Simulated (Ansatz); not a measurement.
`[NH2][Zn][OH]` + SiH₄ → `[OH][Zn][SiH3]` + NH₃ at 700 K and 1 bar (formal exchange of groups at a Zn–N bond).

Calculated with Ansatz (gas phase, PBE0-D4/def2-TZVP geometries, no zero-point term in ΔE). CCSD(T)/CBS is the MP2 limit (def2-TZVPP, def2-QZVPP) plus CCSD(T) − MP2 in def2-TZVPP, frozen cores. This one scheme is used for every species. For Zn outer-core shells are correlated without core-valence functions, which leaves a few kJ/mol of doubt a bond. Scalar relativity is left out up to krypton. Each species was taken in one conformer, which may not be the lowest.

| species | CCSD(T)/CBS energy (Eh) | H − E (kJ/mol) | S (J/(mol·K)) |
| --- | --- | --- | --- |
| `[NH2][Zn][OH]` | -1910.09198 | 151.4 | 370.3 |
| SiH₄ | -291.46306 | 115.5 | 252.9 |
| `[OH][Zn][SiH3]` | -2145.05450 | 159.1 | 427.9 |
| NH₃ | -56.50880 | 116.9 | 226.5 |

H − E and S are ideal-gas, rigid-rotor, harmonic terms from PBE0-D4/def2-TZVP, for one conformer and one mirror image of each species. 1 Eh = 2625.50 kJ/mol, R = 8.31446 J/(mol·K).

Question: By hand: ΔE, ΔH, ΔS and ΔG.

Answer: ΔE = (-2145.05450) + (-56.50880) − (-1910.09198) − (-291.46306) = -0.00826 Eh = -21.7 kJ/mol. Δ(H − E) = 159.1 + 116.9 − 151.4 − 115.5 = 9.1, so ΔH = -12.6 kJ/mol. ΔS = 427.9 + 226.5 − 370.3 − 252.9 = 31.2 J/(mol·K). ΔG = -12.6 − 700 × (31.2)/1000 = -34.4 kJ/mol.

Question: By hand: the equilibrium constant, and the temperature at which ΔG would vanish if ΔH and ΔS stayed fixed.

Answer: log₁₀ K = −ΔG/(RT ln 10) = 2.6. ΔH and −TΔS have one sign here, so there is no such temperature.

TΔS isn't small against ΔH here. A doubt of 5 kJ/mol in ΔE shifts log₁₀ K by 0.4 here. Other conformers and mirror images would add mixing entropy, several J/(mol·K) or more a flexible species. Modes under 60 cm⁻¹, often nearly free rotors, make the harmonic entropy too high. These are equilibria of isolated gas molecules and say nothing of rates. Largest T1 diagnostic: 0.017 (customary marks: 0.02 for closed shells, 0.045 for open ones).
